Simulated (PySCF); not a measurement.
Computed Raman spectrum (relative Raman activity) of a molecule CH6O2Si2. Geometry: B3LYP-D3(BJ)/def2-SVP. The values are those of a single conformer. Computed with B3LYP-D3(BJ)/def2-SVP run with PySCF. Frequencies are harmonic and unscaled.

Lines under 2 % of the strongest are left out, and lines within 2 cm⁻¹ are merged.

```
ν (cm⁻¹)  relative intensity
--------  ------------------
602                      3.2
703                      3.0
714                      6.5
741                      3.0
952                      2.8
957                      5.7
960                      6.1
1009                     4.5
1787                     3.1
2222                      16
2231                     100
2248                      37
2802                      48
```

### Question
Identify the compound among the candidates.
A) O=C[SiH2]O[SiH3]
B) OC1[SiH2]O[SiH2]1
C) [SiH3]C1O[SiH2]O1
D) C1O[SiH2]O[SiH2]1

### Answer
A, O=C[SiH2]O[SiH3]
